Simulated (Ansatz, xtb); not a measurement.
## Relative energy of two structures of AlAsH4Si

Structure a: a singlet given by its coordinates. Structure b: `[AlH2][As]=[SiH2]`, a singlet. Both are isolated molecules in the gas phase, relaxed with B3LYP-D3(BJ)/def2-SVP; the shapes shown needn't be the lowest conformers.

a (Å):

```json
{"atom": "Al", "x (Å)": "0.1368", "y (Å)": "-1.7354", "z (Å)": "1.1684"}
{"atom": "As", "x (Å)": "-0.8522", "y (Å)": "-0.5807", "z (Å)": "-0.5087"}
{"atom": "Si", "x (Å)": "0.1700", "y (Å)": "0.8684", "z (Å)": "1.0317"}
{"atom": "H", "x (Å)": "0.7277", "y (Å)": "-2.7709", "z (Å)": "2.1955"}
{"atom": "H", "x (Å)": "0.7863", "y (Å)": "-0.1180", "z (Å)": "2.0962"}
{"atom": "H", "x (Å)": "1.3740", "y (Å)": "1.6476", "z (Å)": "0.6172"}
{"atom": "H", "x (Å)": "-0.6814", "y (Å)": "1.7408", "z (Å)": "1.8935"}
```

Close contacts (Å): Al1–As2 2.26, Al1–Si3 2.61, As2–Si3 2.35, Al1–H4 1.57, Al1–H5 1.97, Si3–H5 1.58, Si3–H6 1.49, Si3–H7 1.49.

b (Å):

```xyz
7

Al    1.3028    0.0293    2.4962
As   -0.2991   -1.6506    1.8047
Si   -0.8168   -0.4425    0.0599
H     2.1237   -0.2343    3.8283
H    -0.2597    0.8810   -0.3426
H     1.5390    1.3576    1.6585
H    -1.8409   -0.8821   -0.9321
```

Energies in hartree; the thermal terms are from B3LYP-D3(BJ)/def2-SVP harmonic frequencies (ideal gas, rigid rotor, one conformer each, 298.15 K, 1 atm) and include the zero-point energy:

```
                                a            b
E, CCSD(T)/def2-TZVP  −2767.899028  −2767.888715
   zero-point energy      0.032889      0.030832
        H(298 K) − E      0.039259      0.037938
        G(298 K) − E      0.003447      0.000263
```

Q: Work out ΔE, ΔE₀, ΔH and ΔG for a → b in kJ/mol (1 Eh = 2625.50 kJ/mol) and the equilibrium ratio [b]/[a].

A: 1. ΔE = −2767.888715 − (−2767.899028) = +0.010313 Eh = +27.08 kJ/mol.
2. ΔE₀ = ΔE + ΔZPE = +0.010313 + (−0.002057) Eh = +21.68 kJ/mol.
3. ΔH = ΔE + (−0.001321) Eh = +23.61 kJ/mol.
4. ΔG = ΔE + (−0.003184) Eh = +18.72 kJ/mol, so ΔS = (ΔH − ΔG)/T = +16.4 J/(mol K).
5. kT = 0.9442 mEh, so K = [b]/[a] = exp(−ΔG/kT) = exp(−7.55) ≈ 5.3 × 10^−4.

Structure a is favoured at this temperature. An error of 4 kJ/mol in ΔG would change K by a factor of 5. Mirror images and further conformers aren't counted.

Other levels gave ΔE = +18.0 (B3LYP-D3(BJ)/def2-SVP); +12.7 (HF/def2-TZVP); +30.7 (MP2/def2-TZVP) kJ/mol. The correlated steps freeze 19 core orbitals; the filled d shell of As is correlated, in a basis made for valence electrons. Programs: Ansatz 0.2.0.
